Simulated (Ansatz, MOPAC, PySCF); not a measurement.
Complex: CHN (SMILES C#N) (first 3 atoms) with C2H6 (SMILES CC); geometry from B3LYP-D3(BJ)/def2-TZVP, rigid monomers moved along the line of their centres of mass till C1···C4 is 4.89 Å.
(charge 0, multiplicity 1):
| atom | x (Å) | y (Å) | z (Å) |
|---|---|---|---|
| C | -0.6506 | 0.1323 | 0.3223 |
| N | 0.4709 | 0.1111 | 0.0874 |
| H | -1.6929 | 0.1518 | 0.5470 |
| C | -0.6573 | -0.0428 | 5.2138 |
| C | 0.8668 | -0.0762 | 5.2740 |
| H | -1.0499 | -0.8987 | 4.6598 |
| H | -1.0137 | 0.8667 | 4.7244 |
| H | -1.0990 | -0.0701 | 6.2120 |
| H | 1.2215 | -0.9832 | 5.7674 |
| H | 1.2577 | 0.7772 | 5.8314 |
| H | 1.3027 | -0.0489 | 4.2745 |

Counterpoise-corrected where a basis set is named; no monomer relaxation. Rows marked so take none.

Rows in 6-311+G** carry no dispersion term and start afresh at each structure. The state reached by PM7 isn't checked; PM7 holds dispersion and hydrogen-bond terms.

Run with Ansatz (Gaussian basis) for Hartree–Fock, density functionals and correlated methods; MOPAC for PM7 (differences of heats of formation); PySCF for 6-311+G** rows. Each number belongs to the level named beside it.

### Question
What interaction energy does PM7 give?

### Answer
-0.4 kcal/mol

Ansatz is an electronic-structure program.
